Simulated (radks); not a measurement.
Q: Isoelectronic series with 38 electrons, all held in the configuration [Kr] 5s2, which need not be the ground one along the series. Calculated with a radial shooting solver on a logarithmic mesh with Libxc functionals: scalar-relativistic Kohn-Sham, PBE, spin-polarised, spherical densities, finite nucleus; Fermi nuclear charge, rms radius of each element as measured or else 0.836 A^(1/3) + 0.57 fm. Total energies (hartree) and orbital eigenvalues (eV):

ion    E (hartree)         5s         4p
Sr     -3179.46127    -3.5262   -22.8223
Zr2+   -3597.57837   -18.9015   -53.6607
Ru6+   -4520.28356   -67.8238  -141.7191
Pd8+   -5025.23544  -100.2001  -197.5055
Cd10+  -5559.57853  -137.5907  -260.8038
Sn12+  -6123.60443  -179.9144  -331.5067
Te14+  -6717.62642  -227.1311  -409.5550
Xe16+  -7341.99790  -279.2270  -494.9190
Ba18+   -7997.0896  -336.2060  -587.5888

Estimate the row of Mo4+.

A: E (hartree) -4044.46902; 5s -40.6178; 4p -93.6407.
